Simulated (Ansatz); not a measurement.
Predict a relaxed structure of the cluster Au2S2⁻, charge -1, doublet, at PBE-D4/def2-SVPD (Ansatz).


```csv
atom,x (Å),y (Å),z (Å)
Au1,1.9252,1.6659,0.9428
Au2,-0.5975,-0.5586,-0.3376
S3,-1.0664,-2.1565,-1.8541
S4,-0.2613,1.0493,1.2489
```
Point group Cs (tolerance 0.1 Å). This is one stationary point.

In the def2 sets Au takes a core potential; there is no spin–orbit coupling. The structure comes from a short search, and lower isomers may exist.
